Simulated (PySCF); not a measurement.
Input for PySCF: R-M06-2X/def2-TZVPP on NH3 (SMILES N).

```python
from pyscf import gto, dft

mol = gto.M(
    atom='''
    N     0.25983708    0.01466474    0.10079555
    H     0.25721495   -0.08930143   -0.90745713
    H    -0.27188173    0.84940930    0.31957198
    H    -0.24517030   -0.77477260    0.48698960
    ''',
    basis='def2-tzvpp',
    charge=0, spin=0, verbose=4, max_memory=1800)
mf = dft.RKS(mol, xc='m062x').density_fit(auxbasis='def2-universal-jkfit')
mf.grids.level = 4
mf.conv_tol = 1e-9
mf.max_cycle = 150
mf.kernel()
mf.dip_moment()
```

Predict the final total energy.

-56.5520 hartree.
